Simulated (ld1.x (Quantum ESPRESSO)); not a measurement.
## Which change was made? (S, TM)

ld1.x (Quantum ESPRESSO) 7.5 input, shortened:

```
&input
   title='S', zed=16., rel=1, dft='PZ', iswitch=3,
   config='[Ne] 3s2 3p4'
 /
 &inputp
   pseudotype=2, tm=.true., lloc=0,
   nlcc=.true., rcore=1.05
 /
2
3P  2  1   4.00   0.00  1.45  1.45  0.0
3S  1  0   2.00   0.00  1.15  1.15  0.0
 &test
   configts(1)='3s2 3p4'
 /
```

Cutoffs, loose and tight: the cutoffs (Ry, on a coarse ladder) from which the occupation-weighted sum of valence levels, in a spherical-Bessel basis at the reference potential, stays within 10 and 1 mRy of its value at 400 Ry. They do not see the model core or the augmentation charge, which bear on the density cutoff. Test errors are all-electron minus pseudo excitation energies from the reference, over the configurations 3s2 3p3; 3s2 3p2; 3s2 3p1; 3s2 3p3.5; 3s1 3p5; 3s2 3p4.3; 3s2 3p0 (two spin-polarised tests are not counted in the largest error); variants that change the core or the reference have their own tests.

The base gives: outcome: generated; cutoff, loose: 55 Ry; cutoff, tight: 120 Ry; bound ghosts: none; largest test error (meV): +249.

Question: After one change the result is: outcome: generated; cutoff, loose: 60 Ry; cutoff, tight: 140 Ry; bound ghosts: none; largest test error (meV): +130. Which change was it?
A. wave 3s (bound): rc 1.15 bohr becomes 3s (bound): rc 1.72 bohr
B. wave 3p (bound): rc 1.45 bohr becomes 3p (bound): rc 1.04 bohr
C. reference 3s2 3p1
D. wave 3s (bound): rc 1.15 bohr becomes 3s (bound): rc 0.88 bohr

Answer: C. The others give: wave 3s (bound): rc 1.15 bohr becomes 3s (bound): rc 0.88 bohr → outcome: generated; cutoff, loose: 260 Ry; cutoff, tight: over 300 Ry; bound ghosts: none; largest test error (meV): +567 | wave 3s (bound): rc 1.15 bohr becomes 3s (bound): rc 1.72 bohr → outcome: generated; cutoff, loose: 30 Ry; cutoff, tight: 50 Ry; bound ghosts: none; largest test error (meV): +296 | wave 3p (bound): rc 1.45 bohr becomes 3p (bound): rc 1.04 bohr → outcome: generated; cutoff, loose: 120 Ry; cutoff, tight: 260 Ry; bound ghosts: none; largest test error (meV): +165.
